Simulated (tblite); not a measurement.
Compound: C4H8FO2S (doublet state).
Atom-mapped SMILES: `[CH3:1][O:2][CH2:3][C@H:4]([S:5])[O:6][CH2:7][F:8]` (hydrogens: H9, H10, H11 on C1; H12, H13 on C3; H14 on C4; H15, H16 on C7)

Structure used (GFN2-xTB), in Å, numbered top down from 1:
```
atom  x, y, z in Å
C1    -2.6692    0.5140    0.0360
O2    -1.9047   -0.5770    0.4851
C3    -0.7426   -0.8196   -0.2384
C4     0.4794    0.0064    0.2365
S5     0.2878    1.7639   -0.1385
O6     1.5945   -0.5417   -0.4266
C7     2.8139   -0.0897    0.0076
F8     3.0973   -0.5699    1.2622
H9    -2.0981    1.4513    0.1089
H10   -3.5429    0.5670    0.6819
H11   -2.9787    0.3795   -1.0067
H12   -0.8799   -0.6438   -1.3131
H13   -0.4807   -1.8700   -0.0792
H14    0.5787   -0.0844    1.3259
H15    2.8641    1.0090    0.0793
H16    3.5734   -0.4861   -0.6731
```

Level: GFN2-xTB in tblite, geometry and Hessian alike; calculated harmonic values, unscaled, isolated species. Errors from tens to a few hundred cm⁻¹ against measured bands are possible. One conformer, not necessarily the lowest. Open shells enter through the occupations alone, without spin polarisation, and single modes of such species can be off by tens of per cent.

Harmonic wavenumbers (cm⁻¹): 41.4, 56.8, 114.6, 141.7, 171.6, 213.6, 225.9, 341.8, 363.6, 434.1, 498.9, 564.0, 667.5, 942.7, 951.8, 981.8, 990.8, 1002.5, 1089.7, 1099.2, 1101.1, 1111.7, 1147.6, 1198.5, 1223.8, 1252.2, 1260.4, 1307.4, 1317.6, 1391.6, 1417.2, 1441.4, 1444.5, 1457.9, 2854.3, 2869.5, 2888.5, 2913.4, 2924.8, 2960.8, 2971.8, 3034.5.

A = 3079, B = 936.3, C = 795.4 MHz; mass 139.023 u (most abundant isotopes); point group C1, symmetry number 1; spin multiplicity 2.

**Question.** Zero-point energy?

**Answer.** ½Σν̃ = 26192 cm⁻¹ = 74.89 kcal/mol.

**Question.** Give the ideal-gas entropy at 273.15 K and 1 bar in the rigid-rotor, harmonic-oscillator model (classical rotation).

**Answer.** Translation 40.29, rotation 29.07, vibration 25.66, spin (R ln 2) 1.38: S = 96.4 cal/(mol K).

**Question.** And Cp and H(273.15 K) − H(0)?

**Answer.** Cp = 31.94 cal/(mol K), of which vibrations give 23.99 (their classical limit is 42 R = 83.5); H(273.15 K) − H(0) = 5.73 kcal/mol without the zero-point energy, 3.56 from vibrations.

**Question.** What must be added to the electronic energy to get the Gibbs energy at 273.15 K and 1 bar?

**Answer.** ZPE + [H(273.15 K) − H(0)] − T·S = 74.89 + 5.73 − 26.33 = 54.29 kcal/mol.

**Question.** Which modes carry the vibrational entropy at 273.15 K?

**Answer.** 41.4 cm⁻¹: 5.02; 56.8 cm⁻¹: 4.39; 114.6 cm⁻¹: 3.02; 141.7 cm⁻¹: 2.61; 171.6 cm⁻¹: 2.25; 213.6 cm⁻¹: 1.85 cal/(mol K); the other 36 give 6.51 together.

**Question.** How do the functions run with temperature in this model?

**Answer.** 
| T (K) | S (cal/(mol K)) | Cp (cal/(mol K)) | H − H(0) (kcal/mol) | G − H(0) (kcal/mol) | ln q(vib) |
| --- | --- | --- | --- | --- | --- |
| 150 | 80.3 | 22.8 | 2.37 | -9.67 | 3.26 |
| 250 | 93.6 | 30.1 | 5.01 | -18.40 | 5.79 |
| 298.15 | 99.3 | 33.9 | 6.56 | -23.04 | 6.95 |
| 400 | 110.4 | 42.1 | 10.43 | -33.73 | 9.31 |
| 600 | 130.1 | 55.1 | 20.23 | -57.82 | 13.75 |
| 900 | 155.0 | 67.4 | 38.76 | -100.70 | 19.94 |

q(vib) and H(0) count from the zero-point level.

**Question.** Blend soft modes into free rotors: weight 1/[1 + (100 cm⁻¹/ν̃)⁴] for the oscillator and the rest for a rotor with moment μB/(μ + B), μ = h/(8π²ν), B = 10⁻⁴⁴ kg m². What vibrational entropy results?

**Answer.** 23.20 cal/(mol K) in place of 25.66, which changes −T·S at 273.15 K by +0.67 kcal/mol.

Hindered rotation and anharmonicity are outside this model. Other conformers, if any are populated, would add a mixing term that is left out. The structure is chiral; the term R ln 2 for an equal mix with its mirror image is left out.
